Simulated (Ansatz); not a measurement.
CH4O, triplet, at the geometry of the source list (a higher spin typed on purpose: for a closed-shell molecule this is an excited state). Base run: HF/6-31G (Ansatz, an electronic-structure program).

Geometry (Å):
```xyz
6

C     -0.3629     0.0074     0.0172
O      0.9068    -0.4377    -0.3948
H     -0.4968    -0.0951     1.0994
H     -1.0898    -0.6237    -0.4902
H     -0.5383     1.0507    -0.2662
H      1.5810     0.0985     0.0346
```
Charge 0, spin multiplicity 3.
Orbitals are unrestricted.
All else is at Ansatz's defaults.

Each row names what was changed in the base input (with any setting that the change needs).

| change | basis functions | E (Eh) |
|---|---|---|
| base | 26 | -114.73220 |
| basis = pcseg-0 | 26 | -114.43607 |
| basis = 3-21G | 26 | -114.12764 |
| basis = pcseg-1 | 48 | -114.77225 |
| basis = cc-pVDZ | 48 | -114.80542 |
| basis = 6-31G** | 50 | -114.78662 |
| basis = 6-311++G** | 72 | -114.87070 |
| basis = def2-SVPD | 75 | -114.74023 |
| basis = 6-311+G(2d,p) | 78 | -114.86714 |
| basis = def2-TZVP | 86 | -114.86367 |
| basis = def2-TZVPD | 113 | -114.87997 |
| basis = pcseg-2 | 116 | -114.87123 |
| basis = def2-TZVPP | 118 | -114.86660 |

Totals compare only among sets that treat the same electrons; sets with core potentials leave the core out.
